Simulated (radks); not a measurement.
Species: Os74+. Configuration: [He].

All-electron calculation, Dirac Kohn-Sham, BLYP, spin-unpolarised, spherical densities, finite nucleus; Fermi nuclear charge, rms radius 5.4126 fm. Program: a radial shooting solver on a logarithmic mesh with Libxc functionals.

Energy parts (eV):
part                      energy
total                 -170040.98
kinetic                203864.37
electron-nucleus      -375362.44
Hartree                  2933.47
exchange-correlation    -1476.38

Orbitals (lengths in bohr, moments of r in powers of bohr; <r^-3> diverges for s and p1/2; r(90%) holds 90 % of the orbital's charge):
\begin{tabular}{lrrrrr}
orbital & occ. & eigenvalue (eV) & <r^-3> & r(90%) & <r> \\ \hline
1s1/2 & 2 & -83749.25 & - & 0.0321 & 0.01764 \\
\end{tabular}

The highest occupied level is 1s1/2 at -83749 eV. The density falls to 0.001 e/bohr^3 at r = 0.12 bohr. Summed over all electrons, <r^2> = 0.0008569 bohr^2, which gives a Langevin (diamagnetic) susceptibility term of -0.000679 x 10^-6 cm^3/mol. For comparison, the ionisation energy in NIST's Atomic Spectra Database is 83976.2 eV (theoretical). In exact Kohn-Sham theory the highest level is minus the ionisation energy, but local and semilocal functionals leave it too shallow, through self-interaction and a potential that decays too fast; potentials with the right tail come closer.
